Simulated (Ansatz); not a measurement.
`C[SiH2]P` + `O[SiH3]` → `C[SiH2]O[SiH3]` + PH₃ at 600 K and 1 bar (cleavage of the Si–P bond).

Gas-phase electronic energies from Ansatz, PBE0-D4/def2-TZVP geometries. CBS: MP2 limit from def2 TZ/QZ plus the TZ coupled-cluster correction, frozen cores. This one scheme is used for every species. Each species was taken in one conformer, which may not be the lowest.

| species | CCSD(T)/CBS energy (Eh) | H − E (kJ/mol) | S (J/(mol·K)) |
| --- | --- | --- | --- |
| `C[SiH2]P` | -672.28696 | 242.6 | 402.0 |
| `O[SiH3]` | -366.69042 | 135.7 | 307.9 |
| `C[SiH2]O[SiH3]` | -696.28988 | 286.8 | 472.5 |
| PH₃ | -342.72256 | 86.3 | 240.2 |

H − E and S are ideal-gas, rigid-rotor, harmonic terms from PBE0-D4/def2-TZVP, for one conformer and one mirror image of each species. 1 Eh = 2625.50 kJ/mol, R = 8.31446 J/(mol·K).

Q: By hand: ΔE, ΔH, ΔS and ΔG.

A: ΔE = (-696.28988) + (-342.72256) − (-672.28696) − (-366.69042) = -0.03506 Eh = -92.1 kJ/mol. Δ(H − E) = 286.8 + 86.3 − 242.6 − 135.7 = -5.2, so ΔH = -97.3 kJ/mol. ΔS = 472.5 + 240.2 − 402.0 − 307.9 = 2.8 J/(mol·K). ΔG = -97.3 − 600 × (2.8)/1000 = -99.0 kJ/mol.

Q: By hand: the equilibrium constant, and the temperature at which ΔG would vanish if ΔH and ΔS stayed fixed.

A: log₁₀ K = −ΔG/(RT ln 10) = 8.6. ΔH and −TΔS have one sign here, so there is no such temperature. One of them is within its doubt of zero, so this could turn.

The number of gas molecules stays the same, so ΔS is small and ΔH decides. A doubt of 5 kJ/mol in ΔE shifts log₁₀ K by 0.4 here. Other conformers and mirror images would add mixing entropy, several J/(mol·K) or more a flexible species. Modes under 60 cm⁻¹, often nearly free rotors, make the harmonic entropy too high. These are equilibria of isolated gas molecules and say nothing of rates. Largest T1 diagnostic: 0.013 (customary marks: 0.02 for closed shells, 0.045 for open ones).
